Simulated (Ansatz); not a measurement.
Geometry optimisation, RKS B3LYP/def2-SVP (Ansatz).

Input file:

```yaml
crystal:
  periodic: [false, false, false]
  atoms:
    - { symbol: Al, position_ang: [-0.051536, -0.695456, 0.329049] }
    - { symbol: F, position_ang: [-2.089689, 1.357779, -0.704276] }
    - { symbol: C, position_ang: [1.423187, -0.228734, -0.821774] }
    - { symbol: F, position_ang: [-0.83773, -2.164042, 0.288332] }
    - { symbol: H, position_ang: [-1.854248, 1.58485, 0.150446] }
    - { symbol: O, position_ang: [-0.580936, 0.447044, 1.630703] }
    - { symbol: H, position_ang: [1.756528, 0.802583, -0.62469] }
    - { symbol: H, position_ang: [2.278893, -0.903449, -0.65087] }
    - { symbol: H, position_ang: [1.153903, -0.306987, -1.887733] }
    - { symbol: H, position_ang: [-1.198373, 0.10651, 2.290813] }
basis:
  gaussian: { orbitals: def2-SVP }
hamiltonian:
  xc: b3lyp
relax:
  f_tol: 0.03
  max_steps: 50
```

Launched with:

```bash
$ ansatz run input.yaml --threads 2 --pin off --max-ram 3072MiB --backend cpu --events-out ev --progress --plain --runs-dir out
```

Problem. Where does it end, and by what steps?

Solution. The run converged. After 18 steps the energy has fallen by 1.523 eV; H5 moved furthest, 1.30 Å. Parted: F2–H5. Joined: Al1–F2, H5–O6.

```csv
step,energy less start (eV),largest force component (eV/Å),accepted
0,0.0000,1.452,yes
1,-0.2326,0.754,yes
2,-0.3838,0.431,yes
3,-0.5201,1.368,yes
4,-0.6430,0.811,yes
5,-0.6587,1.169,yes
6,-0.7278,1.074,yes
7,-0.8388,0.867,yes
8,-1.1227,1.158,yes
9,-1.1867,3.495,yes
10,-1.4236,0.692,yes
11,-1.4797,0.533,yes
12,-1.2283,1.436,no
13,-1.5034,0.226,yes
14,-1.5151,0.149,yes
15,-1.5184,0.230,yes
16,-1.5196,0.076,yes
17,-1.5211,0.090,yes
18,-1.5227,0.008,yes
```

```xyz
10
Properties=species:S:1:pos:R:3
Al -0.486 -0.273 -0.285
F -1.676 0.703 -0.978
C 1.355 -0.136 -0.885
F -1.081 -1.740 0.303
H -1.458 1.254 1.341
O -0.745 0.609 1.496
H 1.704 0.910 -0.915
H 2.047 -0.703 -0.239
H 1.462 -0.541 -1.906
H -1.123 -0.082 2.068
```

The run took 39 s on 2 threads of Arm Neoverse V2 (shared host), peak memory 0.2 GiB.
